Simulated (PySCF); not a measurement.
A structure optimised at PBE-D3(BJ)/def2-SVP, used in a PySCF frequency run:

```
C
C 1 1.3540
F 2 1.3395 1 120.80
C 1 1.4959 2 123.67 3 0.00
H 4 1.1056 1 110.70 2 0.00
H 4 1.1099 5 108.81 1 121.70
H 4 1.1099 5 108.81 6 116.61
Cl 2 1.7202 3 113.31 1 180.00
Cl 1 1.7392 2 119.84 3 180.00
```

Question: Write its SMILES, formula and point group.

Answer: C/C(Cl)=C(\F)Cl, C3H3Cl2F, Cs

Question: What are its rotational constants (standard atomic weights)?

Answer: 2.9115, 1.8718, 1.1477 GHz
